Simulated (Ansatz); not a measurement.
Z-matrix (Å, degrees):
```
C
O 1 1.332
N 1 1.263 2 124.8
H 1 1.094 2 110.3 3 180.0
B 2 1.402 1 126.6 3 -0.0
H 3 1.015 1 110.1 2 -180.0
N 5 1.384 2 123.5 1 0.0
H 5 1.194 2 114.5 1 -180.0
H 7 1.009 5 120.9 2 0.0
H 7 1.004 5 122.0 2 -180.0
```

The species carries charge 0 and has multiplicity 1.

Problem. List the CAM-B3LYP/def2-TZVPP orbital energies in eV (Ansatz). (An estimate is asked.)

Solution. Computed: Occupied: -523.26, -391.21, -391.09, -281.68, -186.02, -31.47, -26.75, -25.64, -19.90, -16.91, -16.09, -15.43, -15.05, -13.90, -12.22, -11.10, -10.21, -9.70, -9.40. Lowest empty: 1.08, 2.08, 2.31, 2.57, 3.07, 3.34, 3.97, 4.58.
